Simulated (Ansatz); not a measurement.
`O[SiH](O)N[SiH3]` and `[OH][GeH2][SiH](O)O` differ in one atom or group.

Ansatz, PBE0-D4/def2-TZVP geometries, multiplicity 1. Each molecule was computed in one conformer, which needn't be the lowest.

Scalar relativity is left out up to krypton.

| property | `O[SiH](O)N[SiH3]` |
| --- | --- |
| LUMO energy (B3LYP/def2-TZVPP) / eV | 0.10 |
| LUMO energy (PBE/def2-TZVPP) / eV | -0.46 |
| HOMO–LUMO gap (PBE0/def2-TZVPP) / eV | 8.03 |
| size of the dipole moment (ωB97M-V/def2-TZVPP) / D | 0.76 |
| HOMO energy (PBE0/def2-TZVPP) / eV | -7.64 |
| size of the dipole moment (B3LYP/def2-TZVPP) / D | 0.72 |

Task: What does the change do to each property? (Estimate.)

Result: The calculation gave: 
```json
{"property": "LUMO energy (B3LYP/def2-TZVPP) / eV", "`[OH][GeH2][SiH](O)O`": "-0.70", "shift": "-0.80"}
{"property": "LUMO energy (PBE/def2-TZVPP) / eV", "`[OH][GeH2][SiH](O)O`": "-1.30", "shift": "-0.84"}
{"property": "HOMO–LUMO gap (PBE0/def2-TZVPP) / eV", "`[OH][GeH2][SiH](O)O`": "7.49", "shift": "-0.54"}
{"property": "size of the dipole moment (ωB97M-V/def2-TZVPP) / D", "`[OH][GeH2][SiH](O)O`": "1.00", "shift": "0.24"}
{"property": "HOMO energy (PBE0/def2-TZVPP) / eV", "`[OH][GeH2][SiH](O)O`": "-7.95", "shift": "-0.31"}
{"property": "size of the dipole moment (B3LYP/def2-TZVPP) / D", "`[OH][GeH2][SiH](O)O`": "0.98", "shift": "0.26"}
```

With PBE0 the HOMO falls by 0.31 eV and the LUMO falls by 0.84 eV, so the gap narrows by about 0.53 eV. PBE moves the HOMO by -0.45 eV and ωB97M-V by -0.08 eV. Dipoles are sizes alone; their direction can turn.

Positive LUMOs are unbound, so they and the gaps depend on the basis.

B3LYP here is the variant with VWN-RPA as its local correlation; programs differ in this.
